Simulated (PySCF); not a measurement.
Bonds: Si1-C2, Si1-C6, Si1-N10, Si1-N23, N10-C11, N10-C14, C11-C12, C12-C13, C13-C14, N23-C24, N23-C27, C24-C25, C25-C26, C26-C27. C2 carries H3, H4, H5; C6 carries H7, H8, H9; C11 carries H15, H16; C12 carries H17, H18; C13 carries H19, H20; C14 carries H21, H22; C24 carries H28, H29; C25 carries H30, H31; C26 carries H32, H33; C27 carries H34, H35.

How the numbers were obtained: NMR shieldings at PBE0/pcSseg-1/GIAO, coordinates at the PBE0-D3(BJ)/def2-SVP level, in PySCF 2.14.0 with density-fitted response routines (averaged over atoms made equivalent by symmetry, fast rotation or ring inversion, single conformer, non-relativistic, isolated molecule).

δ = σ(ref) − σ, references computed at the same level: TMS for ¹³C and ¹H and ²⁹Si; ¹⁵N against NH3.

| atoms | nucleus | count | δ (ppm) |
| --- | --- | --- | --- |
| H15/H16/H21/H22/H28/H29/H34/H35 | ¹H | 8 | ? |
| C2/C6 | ¹³C | 2 | -3.1 |
| H17/H18/H19/H20/H30/H31/H32/H33 | ¹H | 8 | 1.63 |
| N10/N23 | ¹⁵N | 2 | 45.5 |
| H3/H4/H5/H7/H8/H9 | ¹H | 6 | 0.11 |
| Si1 | ²⁹Si | 1 | -9.9 |
| C12/C13/C25/C26 | ¹³C | 4 | ? |
| C11/C14/C24/C27 | ¹³C | 4 | 48.7 |

Estimate the values marked ?.

Results:


- C12/C13/C25/C26: 30.2 ppm, carbon bonded to 2 C, 2 H
- H15/H16/H21/H22/H28/H29/H34/H35: 2.92 ppm, hydrogen on a carbon bonded to C, N

Shifts are as computed. Against solution values, carbons near 30 ppm lie about +2 ppm off and those near 130 ppm about +5 ppm. Of 1313 compounds with measured shifts, 239 miss one by over three times the rms of a fit or turn the order of signals round; such compounds aren't used in these exercises. Experimental scales use liquid or dissolved standards, which lie at an offset from isolated NH3 (liquid NH3: subtract about 20 ppm).
